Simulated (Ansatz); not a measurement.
## One elementary step

Start structure (SiH₄BrCl, closed shell), relaxed at PBE0-D4/def2-TZVP:

Si1  (-0.983, -0.017, -1.004)
Br2  (0.089, -1.824, -0.331)
H3  (-0.693, 0.191, -2.436)
H4  (-2.422, -0.203, -0.735)
Cl5  (-0.335, 1.618, 0.033)
H6  (1.912, 0.103, 1.968)
H7  (2.431, 0.133, 2.504)
(Å)

The step: SiH₂BrCl ([Cl][SiH2][Br]) + H₂ → SiH₃Cl ([SiH3][Cl]) + HBr; bonds formed: Si1–H7, Br2–H6; bonds broken: Si1–Br2, H6–H7. Program: Ansatz 0.2.0. Basis: def2-TZVPP and def2-QZVPP. Cores are frozen in the correlated methods. Filled d shells of the heavier atoms are correlated. The def2 sets are not built for correlating such inner shells, so the correlated values are less sure here. Extrapolation: Hartree–Fock as exp(−7.88 √X), correlation as X^−2.97. Energies below are by CCSD(T) at an estimated basis limit (MP2 extrapolated from triple and quadruple zeta, plus CCSD(T) − MP2 in triple zeta).

(1) What are the electronic barrier and the energy of the step, from the start structure to the end structure? (To be estimated.)

T1 diagnostic: at most 0.010.

Results:

(1) Computed: Barrier 211.2 kJ/mol; step energy 69.7 kJ/mol (uphill); reverse barrier, their difference, 141.5 kJ/mol. Barrier and step energy count from the start structure, the reverse barrier from the end structure.

The saddle point: One imaginary mode of 612i cm⁻¹.
```
   pair  start (Å)  saddle (Å)  end (Å)
 Si1–H7       4.90        1.69     1.48
 Br2–H6       3.51        1.91     1.42
Si1–Br2       2.21        2.60     3.65
  H6–H7       0.75        0.89     3.20
```

Zero-point energy (harmonic, PBE0-D4): ZPE is 81.3 kJ/mol at the start and 89.0 kJ/mol at the saddle, so the barrier goes from 211.2 to 218.8 kJ/mol.

Labels in which every atom is bracketed show which atoms are joined, not bond orders.

For scale, one of the runs: CCSD(T)/def2-TZVPP, 188 basis functions, launched by `ansatz run in.yaml --threads 4 --pin off --events-out ev --progress --plain --max-ram 9574MiB`. The run took 38 s on 4 CPU threads of an Arm Neoverse V1 (shared host), with 1.9 GiB of host memory at its peak.
